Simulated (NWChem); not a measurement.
Species: C$_{2}$H$_{6}$Si; SMILES C=C[SiH3]

```xyz
9

Si    -0.0575    -1.0767     0.0003
C      0.5297     0.6989     0.0007
C     -0.2933     1.7538    -0.0008
H      0.4678    -1.8125    -1.1919
H     -1.5519    -1.1012    -0.0262
H      0.4235    -1.7991     1.2193
H      1.6116     0.8899     0.0030
H      0.0815     2.7838     0.0005
H     -1.3833     1.6384    -0.0038
```
Atoms are numbered in this order, from 1.

Program: NWChem. Structure relaxed at the PBE0/def2-SVP level. Level: PBE0/def2-SVP with SMD (1 M gas to 1 M solution), gas-phase geometry. Reactions with the solvent are ignored.

For solvent water:

```yaml
solvation free energy (kcal/mol): 2.5
cavity-dispersion-structure term (kcal/mol): 3.9
dipole in solution (D): 0.97
```

Question: Estimate the same quantities for solvent n-hexane.

Answer: 
- solvation free energy (kcal/mol): -1.0
- cavity-dispersion-structure term (kcal/mol): -0.4
- dipole in solution (D): 0.83
